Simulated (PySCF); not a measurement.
## How methods differ on the ionisation energy of Be⁺

Be⁺ [He] 2s1 (2S) → Be²⁺ 1s2 (1S), as a difference of total energies. Computed with PySCF 2.14 in aug-cc-pCVDZ (5s4p2d, 27 functions), with no relativity, point nucleus. Correlated levels: valence and next inner shell: nothing frozen. The calculations carry no spin-orbit coupling.

```tsv
method	ionisation energy (eV)	error (eV)
UHF	18.117	-0.094
LDA	18.231	+0.020
PBE	18.481	+0.270
PBE0	18.446	+0.235
r2SCAN	18.171	-0.040
MN15	17.942	-0.269
r2SCANh	18.188	-0.023
CAM-B3LYP	18.587	+0.376
MP2 (valence and next inner shell)	18.145	-0.066
SCS-MP2 (valence and next inner shell)	18.142	-0.069
```

Reference: 18.211 eV (measured; NIST Atomic Spectra Database, ionization energies).

Errors of the correlated levels include the incompleteness of this basis.
